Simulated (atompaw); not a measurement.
**Logarithmic derivatives: Tb (Z = 65), PAW (atompaw)**

- Element: terbium (Tb)
- Generator: atompaw 4.2.0.5
- Type: PAW
- Functional: PBE
- Relativity: non-relativistic
- Frozen core: [Kr] 4d10
- Valence charge: 19
- Reference configuration: 4f8 5s2 5p6 5d1 6s2 6p0
- Partial waves: 5s (bound): rc 2.30 bohr; 6s (bound): rc 3.00 bohr; 5p (bound): rc 2.60 bohr; 6p (bound, empty): rc 3.00 bohr; 5d (bound): rc 2.35 bohr; 5d channel at 0.7 Ry: rc 2.35 bohr; 4f (bound): rc 1.35 bohr; 4f channel at 3.6 Ry: rc 1.35 bohr
- Local potential: ultrasoft scheme with l = 4 at 1 Ry, radius 2.25 bohr
- Core correction: smooth core density matched at 1.70 bohr
- Augmentation charge: sinc compensation charge, radius 2.45 bohr; PAW radius 3.00 bohr; waves and projectors: custom polynom2 7 10 vanderbiltortho

The phase is arctan(r·u′/u) with u = r·R(r), unwrapped; energies in Ry, scanned from -5 to 5 Ry. A pole is an energy at which the radial function vanishes at the test radius. The pseudo phase is shifted by a multiple of π to meet the all-electron one at the reference energy, and phase errors are pseudo minus all-electron; the curves can meet again beyond the range given. Levels narrower than the energy grid can be missing from the lists of poles.

```
channel  radius (bohr)  reference energy (Ry)  poles, all-electron      poles, pseudo  unbroken range about the reference energy with phases within 0.05 rad  phase error 1 Ry above the reference energy (rad)
      s           3.01                  -0.28          -3.24, 2.38  -3.24, 1.23, 4.86                                                              below 0.1                                             -0.112
      p           3.01                  -0.11          -1.87, 3.38        -1.87, 2.24                                                              below 0.5                                             -0.185
      d           3.01                  -0.24                 0.35               0.35                                                        the whole range                                             +0.000
      f           3.01                  -0.99          -0.96, 3.00        -0.96, 3.02                                                              below 0.6                                             +0.017
```

Phases in the p channel:

```json
{"E (Ry)": "-5.00", "all-electron": "1.409", "pseudo": "1.406"}
{"E (Ry)": "-4.76", "all-electron": "1.404", "pseudo": "1.401"}
{"E (Ry)": "-4.52", "all-electron": "1.399", "pseudo": "1.395"}
{"E (Ry)": "-4.28", "all-electron": "1.392", "pseudo": "1.389"}
{"E (Ry)": "-4.04", "all-electron": "1.385", "pseudo": "1.381"}
{"E (Ry)": "-3.80", "all-electron": "1.376", "pseudo": "1.372"}
{"E (Ry)": "-3.56", "all-electron": "1.366", "pseudo": "1.362"}
{"E (Ry)": "-3.32", "all-electron": "1.354", "pseudo": "1.349"}
{"E (Ry)": "-3.08", "all-electron": "1.337", "pseudo": "1.333"}
{"E (Ry)": "-2.84", "all-electron": "1.314", "pseudo": "1.309"}
{"E (Ry)": "-2.60", "all-electron": "1.276", "pseudo": "1.270"}
{"E (Ry)": "-2.36", "all-electron": "1.185", "pseudo": "1.178"}
{"E (Ry)": "-2.12", "all-electron": "0.433", "pseudo": "0.415"}
{"E (Ry)": "-1.88", "all-electron": "-1.559", "pseudo": "-1.560"}
{"E (Ry)": "-1.64", "all-electron": "-1.704", "pseudo": "-1.706"}
{"E (Ry)": "-1.40", "all-electron": "-1.761", "pseudo": "-1.764"}
{"E (Ry)": "-1.16", "all-electron": "-1.802", "pseudo": "-1.804"}
{"E (Ry)": "-0.92", "all-electron": "-1.840", "pseudo": "-1.842"}
{"E (Ry)": "-0.68", "all-electron": "-1.882", "pseudo": "-1.884"}
{"E (Ry)": "-0.44", "all-electron": "-1.934", "pseudo": "-1.935"}
{"E (Ry)": "-0.20", "all-electron": "-2.004", "pseudo": "-2.004"}
{"E (Ry)": "0.04", "all-electron": "-2.108", "pseudo": "-2.108"}
{"E (Ry)": "0.28", "all-electron": "-2.277", "pseudo": "-2.284"}
{"E (Ry)": "0.52", "all-electron": "-2.582", "pseudo": "-2.624"}
{"E (Ry)": "0.76", "all-electron": "-3.119", "pseudo": "-3.261"}
{"E (Ry)": "1.00", "all-electron": "-3.723", "pseudo": "-3.913"}
{"E (Ry)": "1.24", "all-electron": "-4.106", "pseudo": "-4.269"}
{"E (Ry)": "1.48", "all-electron": "-4.313", "pseudo": "-4.454"}
{"E (Ry)": "1.72", "all-electron": "-4.435", "pseudo": "-4.566"}
{"E (Ry)": "1.96", "all-electron": "-4.513", "pseudo": "-4.643"}
{"E (Ry)": "2.20", "all-electron": "-4.569", "pseudo": "-4.704"}
{"E (Ry)": "2.44", "all-electron": "-4.610", "pseudo": "-4.757"}
{"E (Ry)": "2.68", "all-electron": "-4.643", "pseudo": "-4.809"}
{"E (Ry)": "2.92", "all-electron": "-4.670", "pseudo": "-4.865"}
{"E (Ry)": "3.16", "all-electron": "-4.693", "pseudo": "-4.932"}
{"E (Ry)": "3.40", "all-electron": "-4.714", "pseudo": "-5.024"}
{"E (Ry)": "3.64", "all-electron": "-4.733", "pseudo": "-5.165"}
{"E (Ry)": "3.88", "all-electron": "-4.751", "pseudo": "-5.421"}
{"E (Ry)": "4.12", "all-electron": "-4.769", "pseudo": "-5.934"}
{"E (Ry)": "4.36", "all-electron": "-4.787", "pseudo": "-6.659"}
{"E (Ry)": "4.60", "all-electron": "-4.807", "pseudo": "-7.133"}
{"E (Ry)": "4.84", "all-electron": "-4.828", "pseudo": "-7.367"}
```
